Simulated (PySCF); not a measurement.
C3H9O3Si, SMILES CO[Si](OC)OC, multiplicity 2.

The structure is a stationary point at PBE0-D3(BJ)/def2-SVP. The isomer is the one that the SMILES or the coordinates give; other isomers of the formula were not compared. The values are those of a single conformer.

The numbers are results of r2SCAN/def2-TZVP in PySCF, not measurements.

Isolated molecule, no solvent.

```
Quantity                                                                                                        Result
---------------------------------------------------------------------------------------------  -----------------------
total energy                                                                                        -634.89951 hartree
point group                                                                                                         C3
α spin, highest occupied and lowest empty level                                                      -4.84 and 0.75 eV
β spin, highest occupied and lowest empty level                                                     -6.94 and -2.33 eV
dipole moment                                                                                                   0.25 D
quadrupole, principal values (traceless, Buckingham form, about the centre of nuclear charge)    -5.32, 2.66, 2.66 D·Å
⟨S²⟩                                                                                           0.753 (pure state 0.75)
```
